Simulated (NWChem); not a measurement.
# BiCl$_{2}$, doublet; SMILES [Cl][Bi][Cl]

In the optimisation the excess spin sits in b2 (C2v, its own frame). This spin state was assumed; another may lie lower. def2 effective core potentials on Bi; no spin-orbit coupling.

Give the equilibrium geometry at PBE0/def2-SVP with def2 effective core potentials on Bi, spin-unrestricted (NWChem) as an XYZ file, with the point group.

point group C2v; any orientation.
```
3

Bi     0.0000     0.0000     0.4152
Cl     1.8952     0.0000    -1.1596
Cl    -1.8952     0.0000    -1.1596
```
